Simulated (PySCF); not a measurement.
## I²⁺ (iodine, charge +2) across methods

[Kr] 4d10 5s1 5p3 6s1, high-spin 6S determinant (an excited configuration). Calculation: PySCF 2.14, in aug-cc-pVQZ-PP with one added diffuse shell each of s, p, d, f, g type with ECP28MDF (8s8p6d4f3g, 117 functions); a scalar-relativistic core potential.

```json
{"method": "B3LYP", "E (hartree)": "-293.8079", "mean ε 5s α (eV)": "-43.664", "mean ε 5p α (eV)": "-30.644", "mean ε 6s α (eV)": "-13.699", "Σ⟨r²⟩ (bohr²)": "53.34", "⟨S²⟩": "8.751"}
{"method": "wB97X-V", "E (hartree)": "-293.7048", "mean ε 5s α (eV)": "-47.042", "mean ε 5p α (eV)": "-33.372", "mean ε 6s α (eV)": "-15.265", "Σ⟨r²⟩ (bohr²)": "53.61", "⟨S²⟩": "8.751"}
{"method": "LDA", "E (hartree)": "-293.2778", "mean ε 5s α (eV)": "-41.989", "mean ε 5p α (eV)": "-29.695", "mean ε 6s α (eV)": "-13.577", "Σ⟨r²⟩ (bohr²)": "52.87", "⟨S²⟩": "8.751"}
{"method": "UHF", "E (hartree)": "-292.87007", "mean ε 5s α (eV)": "-50.927", "mean ε 5p α (eV)": "-34.969", "mean ε 6s α (eV)": "-14.972", "Σ⟨r²⟩ (bohr²)": "54.69", "⟨S²⟩": "8.753"}
{"method": "PBE0", "E (hartree)": "-293.7520", "mean ε 5s α (eV)": "-44.331", "mean ε 5p α (eV)": "-31.128", "mean ε 6s α (eV)": "-13.828", "Σ⟨r²⟩ (bohr²)": "53.38", "⟨S²⟩": "8.751"}
{"method": "r2SCAN", "E (hartree)": "-293.8580", "mean ε 5s α (eV)": "-43.023", "mean ε 5p α (eV)": "-30.316", "mean ε 6s α (eV)": "-13.268", "Σ⟨r²⟩ (bohr²)": "53.59", "⟨S²⟩": "8.752"}
{"method": "PBE", "E (hartree)": "-293.7167", "mean ε 5s α (eV)": "-41.840", "mean ε 5p α (eV)": "-29.617", "mean ε 6s α (eV)": "-13.333", "Σ⟨r²⟩ (bohr²)": "53.16", "⟨S²⟩": "8.751"}
```

(1) Estimate the same row for revPBE.

Energies and moments cover only the electrons outside the core potential. The outer electron is Rydberg-like, and this basis confines it to a smaller radius and binds it less than a complete one would.

## Answers

(1) E (hartree) = -293.7856; mean ε 5s α (eV) = -41.816; mean ε 5p α (eV) = -29.603; mean ε 6s α (eV) = -13.272; Σ⟨r²⟩ (bohr²) = 53.19; ⟨S²⟩ = 8.751.
